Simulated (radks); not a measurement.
Task: Ionisation of neutral scandium, [Ar] 3d1 4s2, to [Ar] 3d1 4s1 as the strength of local exchange is varied. All-electron calculation, scalar-relativistic Kohn-Sham, Slater X-alpha exchange (alpha = 2/3 is LDA exchange), no correlation, spin-polarised, spherical densities, finite nucleus; open shells are filled with parallel spins first; Fermi nuclear charge, rms radius 3.5459 fm. Program: a radial shooting solver on a logarithmic mesh with Libxc functionals.

alpha  E(Sc) (hartree)  exchange (hartree)  IE (eV)  -e of the level emptied (eV)  <r> of it (bohr)
0.613       -757.80781           -32.42997    5.217                    2.987 (4s)             3.932
0.654       -759.98058           -34.68819    5.377                    3.157 (4s)             3.891
0.667       -760.67067           -35.40648    5.429                    3.212 (4s)             3.878
0.756       -765.41020           -40.35321    5.796                    3.608 (4s)             3.789
0.769       -766.10468           -41.08002    5.851                    3.668 (4s)             3.776
x           -766.05123           -41.02408    5.847                    3.663 (4s)             3.777

Which alpha was used in the last row?

Result: alpha = 0.768. NIST Atomic Spectra Database: 6.561 eV (measured). The central value is not met in this range of alpha. Open shells are spherical and high-spin; term and fine-structure splittings are not resolved.
